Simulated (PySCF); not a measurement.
An unknown is described by computed data only.

Formula: C3H11F3Si3.

* Rotational structure: rotational constants A, B, C: 1.043, 0.754, 0.537 GHz [GFN2-xTB]
* 1H NMR: chemical shifts (computed TMS as zero) by class: 4.66 (1 H), 4.28 (1 H), 4.06 (3 H), 3.91 (1 H), 0.44 (1 H), 0.36 (3 H), -0.24 (1 H) ppm [GIAO PBE0/pcSseg-1]
* 13C NMR: chemical shifts (computed TMS as zero) by class: 142.4 (1 C), -10.2 (1 C), -13.3 (1 C) ppm [GIAO PBE0/pcSseg-1]
* Dipole: 2.60 D [PBE0/pcSseg-1]
* NMR, other nuclei: isotropic shieldings of nuclei other than C and H, by class: 239 (3 F), 383 (1 Si), 422 (1 Si), 432 (1 Si) ppm [GIAO PBE0/pcSseg-1]

Electronic properties: PySCF, gas phase, density fitting. Levels stand in brackets. Geometry: GFN2-xTB, one conformer, isolated molecule. Each NMR value is the plain mean over a class of atoms that symmetry, rotation or inversion makes alike.

Q: Propose a structure and show how it fits.

A: Numbering: `[CH3:1][SiH2:2][Si@H:3]([CH2:4][SiH3:5])[C:6]([F:7])([F:8])[F:9]`. Its formula, C3H11F3Si3, gives 0 degrees of unsaturation, so no ring and no π bond. 3 carbons fall into 3 classes; from least to most shielded: CF3 carbon [C6] (142.4 ppm), Si-methyl carbon [C1] (-10.2 ppm), sp3 carbon bound to silicon [C4] (-13.3 ppm). Hydrogen classes from least to most shielded: 1 H on an SiH silicon, Si3 (4.66 ppm), 1 H on an SiH2 silicon, Si2 (4.28 ppm), 3 H on an SiH3 silicon, Si5 (4.06 ppm), 1 H on an SiH2 silicon, Si2 (3.91 ppm), 1 H on an sp3 carbon bound to silicon, C4 (0.44 ppm), 3 H on an Si-methyl carbon, C1 (0.36 ppm), 1 H on an sp3 carbon bound to silicon, C4 (-0.24 ppm). The other shieldings belong to: 239 ppm, fluorine of a CF3 group [F7/F8/F9]; 383 ppm, SiH silicon [Si3]; 422 ppm, SiH3 silicon [Si5]; 432 ppm, SiH2 silicon [Si2]. The optimised geometry has point group C1 and is an asymmetric top. Structure: `C[SiH2][Si@H](C[SiH3])C(F)(F)F`. The assignments are read from this structure; whether some other isomer fits the data as well wasn't checked. The mirror image fits equally.

Shape of the structure used: `[CH3:1][SiH2:2][Si@H:3]([CH2:4][SiH3:5])[C:6]([F:7])([F:8])[F:9]`: C1–Si2–Si3–C4 177°, Si2–Si3–C4–Si5 -62°, Si2–Si3–C6–F7 -70°.
